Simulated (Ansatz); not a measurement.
Relaxation of CH$_{9}$OSbSi$_{2}$ (14 atoms, charge 0, multiplicity 1), to a largest force component of 0.015 eV/Å in at most 40 steps.

Level of theory: Ansatz 0.2.0, RKS PBE0/def2-SVP.

```xyz
14
Properties=species:S:1:pos:R:3:forces:R:3
O -2.429 1.113 0.442 -1.73 2.00 1.71
Sb -1.209 -0.338 0.931 0.27 -1.38 -0.08
Si 0.580 1.312 1.508 1.28 -0.57 0.68
C -0.435 -0.504 -1.114 -2.76 -1.12 -0.15
Si 0.942 -1.697 -1.199 -0.17 0.05 0.37
H -2.784 1.540 1.297 0.70 -0.95 -2.03
H 1.915 0.599 1.680 -0.33 0.22 -0.02
H 0.308 2.004 2.775 -0.20 0.23 0.49
H 0.738 2.323 0.488 0.04 0.67 -0.80
H -0.199 0.481 -1.471 0.21 0.87 -0.34
H -1.341 -0.912 -1.720 1.30 0.69 0.81
H 0.549 -2.995 -0.647 -0.15 -0.56 0.17
H 1.994 -1.137 -0.381 0.95 0.17 0.50
H 1.361 -1.817 -2.558 0.57 -0.31 -1.31
```

Problem. Where does it end, and by what steps?

Solution. The forces met the threshold. After 21 steps the energy has fallen by 0.504 eV; H13 moved furthest, 0.69 Å.

```tsv
step	energy less start (eV)	largest force component (eV/Å)	accepted
0	0.0000	2.757	yes
1	-0.3952	0.877	yes
2	-0.4021	1.712	yes
3	-0.4587	0.428	yes
4	-0.4805	0.224	yes
5	-0.4953	0.054	yes
6	-0.4955	0.119	yes
7	-0.4962	0.143	yes
8	-0.4196	2.468	no
9	-0.4994	0.020	yes
10	-0.4991	0.439	no
11	-0.5003	0.035	yes
12	-0.5010	0.053	yes
13	-0.5021	0.121	yes
14	-0.5027	0.103	yes
15	-0.5033	0.062	yes
16	-0.5037	0.036	yes
17	-0.5040	0.028	yes
18	-0.5042	0.019	yes
19	-0.5043	0.025	yes
20	-0.5044	0.022	yes
21	-0.5045	0.008	yes
```

```xyz
14
Properties=species:S:1:pos:R:3
O -2.263 1.500 0.493
Sb -1.330 -0.218 0.983
Si 0.767 1.153 1.646
C -0.676 -0.628 -1.056
Si 0.978 -1.495 -1.247
H -3.182 1.452 0.783
H 1.902 0.267 2.051
H 0.388 2.003 2.816
H 1.199 2.029 0.515
H -0.657 0.358 -1.549
H -1.472 -1.227 -1.527
H 1.019 -2.737 -0.411
H 2.088 -0.600 -0.798
H 1.227 -1.886 -2.670
```

The run took 2.4 min on 2 threads of Arm Neoverse V1, on a shared host, peak memory 0.38 GiB.
